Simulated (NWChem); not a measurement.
Species: ZrF$_{4}$; SMILES [F][Zr]([F])([F])[F]

```xyz
5

Zr     0.0000     0.0000     0.0000
F      1.5271     0.2869     1.0853
F     -1.5134    -0.2914     1.1031
F      0.2822    -1.5181    -1.0991
F     -0.2960     1.5225    -1.0893
```
Atoms are numbered in this order, from 1.

The geometry was optimised at PBE0/def2-SVP. Not confirmed as a minimum by frequencies. def2 effective core potentials on Zr; no spin-orbit coupling.

Q: List the 4 lowest vertical singlet excitations from PBE0/def2-SVPD with def2 effective core potentials on Zr, TDA (NWChem).

A: 
| state | energy (eV) | oscillator strength | leading excitation (squared amplitude) |
|---|---|---|---|
| S1 | 8.97 | 0.000 | HOMO−3 → LUMO (0.35) |
| S2 | 8.97 | 0.000 | HOMO−5 → LUMO+1 (0.34) |
| S3 | 8.97 | 0.000 | HOMO−4 → LUMO (0.25) |
| S4 | 9.04 | 0.002 | HOMO−5 → LUMO (0.43) |
